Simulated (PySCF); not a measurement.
## Two-component Hartree-Fock for I⁺ (iodine, charge +1)

Start: [Kr] 4d10 5s1 5p5; 5s1/2 filled at m_j = +1/2; 5p1/2 filled at m_j = -1/2, +1/2; 5p3/2 filled at m_j = -1/2, +1/2, +3/2. Calculated with PySCF 2.14 in x2c-TZVPall-2c with one added diffuse shell each of s, p, d, f type (9s10p6d3f, 90 functions): generalised Hartree-Fock with the X2C-1e Hamiltonian and a Gaussian nucleus; one run each with spin-orbit coupling (SO) switched off, then screened by Boettger's factors. This is a chosen level, not necessarily the ground level.

```tsv
spinor shell	electrons	ε, spin-free (eV)	ε, screened SO (eV)	weight of nominal j (screened SO)	rms radius, screened SO (bohr)
1s1/2	2	-33345.4	-33341.6	1.000	0.0311
2s1/2	2	-5261.2	-5260.0	1.000	0.127
2p1/2	2	-4716.3	-4924.0	1.000	0.109
2p3/2	4	-4716.3	-4622.5	1.000	0.115
3s1/2	2	-1113.5	-1113.1	1.000	0.334
3p1/2	2	-932.79	-972.92	1.000	0.327
3p3/2	4	-932.79	-914.40	1.000	0.338
3d3/2	4	-662.46	-669.42	1.000	0.311
3d5/2	6	-662.46	-657.36	1.000	0.314
4s1/2	2	-222.12	-221.93	1.000	0.788
4p1/2	2	-163.07	-170.92	1.000	0.826
4d3/2	4	-73.829	-74.842	0.989	0.985
4d5/2	6	-73.829	-72.911	0.993	0.994
5s1/2	1	-36.085	-35.986	1.000	2.06
5p1/2	2	-19.745	-21.528	0.648	2.41
5p3/2	3	-19.745	-18.642	0.766	2.55
```

Q: Where does 4p3/2 lie, and what is the 4p spin-orbit splitting (screened SO)?

A: At -159.31 eV, 11.604 eV above 4p1/2.

```
   quantity    spin-free  screened SO
E (hartree)  -7110.85962  -7113.00704
        M_J            2            2
       ⟨J²⟩        6.023        6.022
       ⟨L²⟩        2.005        2.032
       ⟨S²⟩        2.017        2.038
```

Each row is a mean over spinors that exchange with the open shell spreads, by up to 3.813 eV (5p3/2).

Rows whose weight is well below 1 are mixtures of j = l ± 1/2: exchange outweighs spin-orbit coupling there, and the label is only the starting occupation.

Breit and QED terms are absent; they matter most for the inner s and p1/2 levels.

Densities and radii are taken from the X2C orbitals without a picture-change correction, which distorts them close to the nucleus.

Without spin-orbit coupling the j labels of p, d and f shells carry no meaning; the spin-free column gives the mean over the occupied spinors of each nl shell.
